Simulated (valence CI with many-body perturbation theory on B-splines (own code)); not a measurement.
## Missing levels of Rh22+

Computed by configuration interaction combined with many-body perturbation theory (CI+MBPT): five valence electrons over a frozen Dirac-Fock core [Ar], a basis of 7 s, 7 p, 8 d, 6 f, 4 g, 1 h functions for each j, with the one-electron correlation potential Σ1, the two-electron term Σ2, the three-electron term Σ3, Breit, model QED; selected CI, second order for the rest, scaled by the run's own slope (own B-spline code, finite nucleus).

No measured spectrum was set against this ion. As an estimate, terms of the open shell hold to 2 to 4 % of their energy, and close levels can change places. Only levels of the ground parity were solved; by the run's estimate the other parity begins above the list, which can be wrong where configurations are misplaced.

| Level | E (eV) |
| --- | --- |
| 3d5 6S_5/2 | 0.000 |
| 3d5 4G_5/2 [a] | ? |
| 3d5 4G_7/2 | 13.283 |
| 3d5 4G_11/2 | 13.622 |
| 3d5 4P_3/2 | ? |
| 3d5 4G_5/2 [b] | 14.038 |
| 3d5 4G_9/2 | ? |
| 3d5 4P_1/2 | ? |
| 3d5 4D_7/2 | 17.209 |
| 3d5 4D_5/2 | ? |
| 3d5 4D_1/2 | 19.380 |
| 3d5 2I_11/2 | 19.729 |
| 3d5 4D_3/2 | 19.900 |
| 3d5 2F_7/2 [a] | ? |
| 3d5 2I_13/2 | 21.328 |
| 3d5 2D_3/2 [a] | 21.695 |
| 3d5 2G_9/2 [a] | 21.838 |
| 3d5 2F_5/2 [a] | 22.422 |
| 3d5 4F_5/2 | 24.650 |
| 3d5 2H_9/2 | 25.150 |

Names give the largest LS component (configuration and term), which can be under half, so a name can repeat, a term be missing and a line seem to break the LS rules; names also repeat where a configuration has a term twice. Letters in brackets count levels of one name in rising energy.

**Question.** The levels stand in rising order. What does the calculation give for the missing energies?

**Answer.** 3d5 4G_5/2 [a] 10.719; 3d5 4P_3/2 13.794; 3d5 4G_9/2 14.256; 3d5 4P_1/2 15.352; 3d5 4D_5/2 18.326; 3d5 2F_7/2 [a] 21.080.
